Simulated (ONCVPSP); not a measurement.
S: ONCV pseudisation with PBE, scalar-relativistic reference atom.

sulfur (S), optimised norm-conserving Vanderbilt (ONCV), made with ONCVPSP 4.0.1 (PBE, scalar-relativistic). Core [Ne], reference 3s2 3p4. Waves: 3s: rc 1.20 bohr, ncon 4, nbas 8, qcut 6 1/bohr, 2 projectors, debl 2 Ha; 3p: rc 1.70 bohr, ncon 4, nbas 8, qcut 5.4 1/bohr, 3 projectors, debl 3 Ha; d scattering state at 0.4 Ha: rc 1.85 bohr, ncon 5, nbas 9, qcut 5.5 1/bohr, 2 projectors, debl 3.3 Ha. Local part: polynomial inside 1.05 bohr (lpopt 5, dvloc0 2 Ha). Core correction: Teter function, fcfact 4.25, rcfact 1.6.

- Cutoffs needed: 13 Ha and 105 Ha (the cutoffs (Ha) at which the residual kinetic energy of the hardest occupied pseudo-wave falls to 1 and 0.1 mHa per electron) The cutoffs count occupied waves only; projector 2 of the d channel, the hardest unoccupied one, needs 91 Ha at the loose tolerance.
- Ghost test: ghosts flagged at negative energy: s at -165.4 eV; no localised positive-energy state flagged; a true bound ghost makes a file unfit for plane-wave use
- Largest excitation error: +4.4 meV (all-electron minus pseudo) for 3s2 3p2, out of 4 test configurations
- rms error of d²Exc/dni dnj: 1.47 mHa without and 2.15 mHa with the model core
